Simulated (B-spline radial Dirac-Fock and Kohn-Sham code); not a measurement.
# Kohn-Sham estimates against Dirac-Fock for the levels of Hg¹⁸⁺

System: mercury as Hg¹⁸⁺, [Kr] 4d10 4f14 5s2.

The density-functional columns are spherical, spin-unpolarised Dirac-Kohn-Sham results without Breit or QED terms: −ε is minus the orbital energy of the initial state and ΔSCF the difference of two total energies. The reference in the last column comes from ΔSCF Dirac-Fock with Breit, self-energy and vacuum polarisation, finite nucleus, configuration average. All numbers are from a B-spline atomic structure program, in eV; a selection of levels is shown. The Kohn-Sham columns are given as differences from the reference. For the 1s level of heavy atoms much of the gap between ΔSCF and the reference is the Breit and QED part, -454.0 eV here; for other levels the error of the functional can be larger.

| level | LDA −ε − DF | LDA ΔSCF − DF | Dirac-Fock |
| --- | --- | --- | --- |
| 1s | -187.1 | +443.4 | 83536.9 |
| 2s | -180.1 | -54.6 | 15281.7 |
| 2p1/2 | -125.3 | +34.5 | 14642.1 |
| 2p3/2 | -145.2 | -10.4 | 12715.5 |
| 3s | -102.9 | -59.4 | 3991.3 |
| 3p1/2 | -82.9 | -36.6 | 3706.1 |
| 3p3/2 | -82.6 | -40.4 | 3274.1 |
| 3d3/2 | -60.5 | -11.3 | 2809.6 |
| 3d5/2 | -62.2 | -14.5 | 2718.5 |
| 4s | -58.9 | -35.0 | 1220.2 |
| 4p1/2 | -49.6 | -25.8 | 1096.7 |
| 4p3/2 | -49.3 | -26.6 | 990.9 |
| 4d3/2 | -36.9 | -14.4 | 790.5 |
| 4d5/2 | -36.9 | -14.8 | 770.6 |
| 4f5/2 | -19.7 | +2.1 | 509.8 |
| 4f7/2 | -20.0 | +1.7 | 505.6 |
| 5s | -4.4 | +9.3 | 484.7 |

Values without a named source are computed, but for edge energies of neutral atoms, which are taken from tables.
